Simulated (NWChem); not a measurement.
All runs are NWChem calculations. System: sulfur tetrafluoride (F$_{4}$S), charge 0, spin multiplicity 1, at a geometry optimised with PBE/def2-SVP. Level: CR-CCSD(T)/6-31G* (spherical d), 9 core orbitals frozen.

The NWChem input:

```
start mol
memory heap 100 mb stack 700 mb global 1900 mb
geometry units angstroms nocenter noautoz
  F      0.000000     1.242396     0.639768
  S      0.000000     0.000000    -0.389411
  F      1.685546     0.000000    -0.293625
  F     -1.685546     0.000000    -0.293625
  F      0.000000    -1.242396     0.639768
  symmetry group C2v
end
basis spherical
  * library 6-31g*
end
scf
  rhf
  nopen 0
  maxiter 100
  thresh 1e-7
  semidirect memsize 60000000 filesize 0
end
tce
  freeze core 9
  cr-ccsd(t)
  2eorb
  2emet 13
  thresh 1e-6
  maxiter 100
  tilesize 24
end
task tce energy
```

Output (cleaned and shortened):

```
             Northwest Computational Chemistry Package (NWChem) 7.3.0
             --------------------------------------------------------

                                NWChem Input Module
                                -------------------

 Scaling coordinates for geometry "geometry" by  1.889725989
 (inverse scale =  0.529177249)

 Turning off AUTOSYM since
 SYMMETRY directive was detected!

                             Geometry "geometry" -> ""
                             -------------------------

 Output coordinates in angstroms (scale by  1.889725989 to convert to a.u.)

  No.       Tag          Charge          X              Y              Z
 ---- ---------------- ---------- -------------- -------------- --------------
    1 F                    9.0000     0.00000000     1.24239600     0.63976800
    2 S                   16.0000     0.00000000     0.00000000    -0.38941100
    3 F                    9.0000     1.68554600     0.00000000    -0.29362500
    4 F                    9.0000    -1.68554600     0.00000000    -0.29362500
    5 F                    9.0000     0.00000000    -1.24239600     0.63976800

 Effective nuclear repulsion energy (a.u.)     289.4903652699

            Nuclear Dipole moment (a.u.)
            ----------------------------
        X                 Y               Z
 ---------------- ---------------- ----------------
     0.0000000000     0.0000000000    -0.0000037795

      Symmetry information
      --------------------

 Group name             C2v
 Group number             16
 Group order               4
 No. of unique centers     3

      Symmetry unique atoms

     1    2    3


 Summary of "ao basis" -> "" (spherical)
 ------------------------------------------------------------------------------
       Tag                 Description            Shells   Functions and Types
 ---------------- ------------------------------  ------  ---------------------
 *                           6-31g*                   on all atoms

 Summary of "ao basis" -> "ao basis" (spherical)
 ------------------------------------------------------------------------------
[...]
            Beta electrons :    26
           No. of orbitals :   148
            Alpha orbitals :    74
             Beta orbitals :    74
        Alpha frozen cores :     9
         Beta frozen cores :     9
     Alpha frozen virtuals :     0
      Beta frozen virtuals :     0
         Spin multiplicity : singlet
    Number of AO functions :    74
       Number of AO shells :    32
        Use of symmetry is : on
      Symmetry adaption is : on
         Schwarz screening : 0.10D-09

          Correlation Information
          -----------------------
          Calculation type : Coupled-cluster singles & doubles w/ perturbation
   Perturbative correction : Completely renormalized (T)
            Max iterations :      100
        Residual threshold : 0.10D-05
     T(0) DIIS level shift : 0.00D+00
     L(0) DIIS level shift : 0.00D+00
     T(1) DIIS level shift : 0.00D+00
     L(1) DIIS level shift : 0.00D+00
     T(R) DIIS level shift : 0.00D+00
     T(I) DIIS level shift : 0.00D+00
   CC-T/L Amplitude update :  5-th order DIIS
                I/O scheme : Global Array Library
        L-threshold :  0.10D-05
        EOM-threshold :  0.10D-05
 no EOMCCSD initial starts read in
 TCE RESTART OPTIONS
 SLICE:      F
 D4D5:       F
 quantumc:   F
 qrotation:  F
 pwtce:      F
 qducc:      F
 nacto:                         0
 nrotv:                         0
 nrot:                          0

            Memory Information
            ------------------
          Available GA space size is     249031324 doubles
          Available MA space size is     104854092 doubles

 Maximum block size supplied by input
 Maximum block size        24 doubles

 tile_dim =     17

 -------------------------------------------------

 Global array virtual files algorithm will be used

 Parallel file system coherency ......... OK

 4-electron integrals stored in orbital form

 v2    file size   =           990937
 4-index algorithm nr.  13 is used
 imaxsize =       30
 imaxsize ichop =        0


CCSD iterations
 ---------------------------------------------------------
 Iter          Residuum       Correlation     Cpu    Wall
 ---------------------------------------------------------
    1   0.2028526677660  -0.8510413520009     0.4     0.4
    2   0.0564076994143  -0.8409458277667     0.5     0.5
    3   0.0192662327769  -0.8544691259980     0.5     0.5
    4   0.0088693490313  -0.8552862535672     0.3     0.3
    5   0.0033714915509  -0.8567874016764     0.4     0.4
    6   0.0012849398774  -0.8571070494653     0.5     0.5
    7   0.0009828357311  -0.8571694999588     0.5     0.5
    8   0.0004231349221  -0.8571993777192     0.5     0.5
    9   0.0003631574893  -0.8571999316862     0.5     0.5
   10   0.0001764324661  -0.8572162661958     0.5     0.5
   11   0.0000340507161  -0.8572279660206     0.5     0.5
   12   0.0000164824025  -0.8572279274521     0.5     0.5
   13   0.0000086604059  -0.8572283942537     0.3     0.3
   14   0.0000052000612  -0.8572281161639     0.3     0.3
   15   0.0000029855811  -0.8572281203949     0.3     0.3
   16   0.0000009254615  -0.8572279388223     0.5     0.5
 -----------------------------------------------------------------
 Iterations converged
 CCSD correlation energy / hartree =        -0.857227938822286
 CCSD total energy / hartree       =      -795.981578208530209

 Singles contributions

 Doubles contributions
 CR-CCSD(T)

 CR-CCSD[T]  correction energy / hartree =        -0.018730362177089
 CR-CCSD[T] correlation energy / hartree =        -0.875958300999375
 CR-CCSD[T] total energy / hartree       =      -796.000308570707261
 CR-CCSD(T)  correction energy / hartree =        -0.016059815341366
 CR-CCSD(T) correlation energy / hartree =        -0.873287754163652
 CR-CCSD(T) total energy / hartree       =      -795.997638023871559

 Task  times  cpu:       31.3s     wall:       31.3s

 Total times  cpu:       31.3s     wall:       31.3s
```
